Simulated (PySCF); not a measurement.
Isomers of C4H2F4O, one GFN2-xTB conformer each. Single-point energies are computed at PBE0/pcSseg-1 (PySCF, gas phase, no added dispersion term), electronic only.

```json
{"SMILES": "C=C(C(=O)F)C(F)(F)F", "GFN2-xTB relative energy (kcal/mol)": "0.0"}
{"SMILES": "O=C(F)/C=C\\C(F)(F)F", "GFN2-xTB relative energy (kcal/mol)": "1.0"}
{"SMILES": "O=C[C@@H](F)C(F)=C(F)F", "GFN2-xTB relative energy (kcal/mol)": "26.6"}
{"SMILES": "FC(F)(F)OC1(F)C=C1", "GFN2-xTB relative energy (kcal/mol)": "25.2"}
```

Conformers: `[CH2:1]=[C:2]([C:3](=[O:4])[F:5])[C:6]([F:7])([F:8])[F:9]` with C1–C2–C3–O4 180°; `[O:1]=[C:2]([F:3])/[CH:4]=[CH:5]\[C:6]([F:7])([F:8])[F:9]` with O1–C2–C4–C5 0°; `[O:1]=[CH:2][C@@H:3]([F:4])[C:5]([F:6])=[C:7]([F:8])[F:9]` with O1–C2–C3–F4 -168°, C2–C3–C5–F6 128°; `[F:1][C:2]([F:3])([F:4])[O:5][C:6]1([F:7])[CH:8]=[CH:9]1` with C2–O5–C6–F7 -84°.

Q: What does PBE0/pcSseg-1 give for the same structures?

A: 
| SMILES | PBE0/pcSseg-1 E (Eh) | PBE0/pcSseg-1 (kcal/mol) | GFN2-xTB (kcal/mol) | point group |
| --- | --- | --- | --- | --- |
| C=C(C(=O)F)C(F)(F)F | -627.53701 | 0.0 | 0.0 | Cs |
| O=C(F)/C=C\C(F)(F)F | -627.53093 | 3.8 | 1.0 | Cs |
| O=C[C@@H](F)C(F)=C(F)F | -627.46188 | 47.1 | 26.6 | C1 |
| FC(F)(F)OC1(F)C=C1 | -627.46036 | 48.1 | 25.2 | C1 |

Both levels put the same isomer lowest; measured from each level's own lowest isomer, the values differ by up to 22.9 kcal/mol (FC(F)(F)OC1(F)C=C1: 25.2 against 48.1). As drawn, the lowest has a C=O bond, which the highest lacks; the highest has a three-membered ring, which the lowest lacks. Neighbours under 2.5 kcal/mol apart (O=C[C@@H](F)C(F)=C(F)F and FC(F)(F)OC1(F)C=C1) can change places with a better method, another conformer or zero-point energy.

Q: Which frontier levels, dipoles and rotational constants go with these structures?

A: 
```csv
SMILES,"HOMO (eV, PBE0/pcSseg-1)",LUMO (eV),dipole (D),"A, B, C (MHz)"
C=C(C(=O)F)C(F)(F)F,-9.62,-2.71,3.82,"2725, 1300, 1040"
O=C(F)/C=C\C(F)(F)F,-9.47,-2.94,3.92,"3701, 1009, 921.4"
O=C[C@@H](F)C(F)=C(F)F,-7.95,-1.64,1.45,"2019, 1261, 1122"
FC(F)(F)OC1(F)C=C1,-9.01,-0.97,3.36,"3110, 1294, 1160"
```
